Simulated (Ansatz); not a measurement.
**Group exchange: SiH2(CH3)F + CH8OSi2 → CH7FSi2 + SiH2(CH3)(OH)**

Species: SiH2(CH3)F, singlet; CH8OSi2 `C[SiH2]O[SiH3]`, singlet; CH7FSi2 `F[SiH2]C[SiH3]`, singlet; SiH2(CH3)(OH), singlet. The partners trade H for SiH3: C–H and O–SiH3 bonds give way to C–SiH3 and O–H.

Shapes, held fixed at every level: PBE0-D4/def2-TZVP. Flexible molecules stand in one conformer, not always the lowest. Programs: Ansatz 0.2.0. Electronic energies: no zero-point or thermal term.

```tsv
level	kind	ΔE (kJ/mol)	less CCSD(T)/CBS estimate
PBE-D4/def2-TZVPP	GGA	+90.9	-13.4
PBE0-D4/def2-TZVPP	global hybrid	+96.0	-8.3
wB97M-V/def2-TZVPP	range-separated hybrid	+102.7	-1.6
wB97X-V/def2-TZVPP	range-separated hybrid	+104.0	-0.3
MP2/def2-TZVPP	perturbation theory	+105.2	+0.9
CCSD/def2-TZVPP	coupled cluster or CI	+107.7	+3.4
CCSD(T)/CBS estimate	coupled cluster or CI	+104.3	0.0
```

The highest level, CCSD(T)/CBS estimate, gives ΔE = +104.3 kJ/mol; the levels span +90.9 to +107.7. The column of differences is taken from that level and isn't an error. No measured value is set beside it here. The CBS estimate extrapolates MP2 from def2-TZVPP and def2-QZVPP and adds CCSD(T) − MP2 in the triple-zeta set, cores frozen.
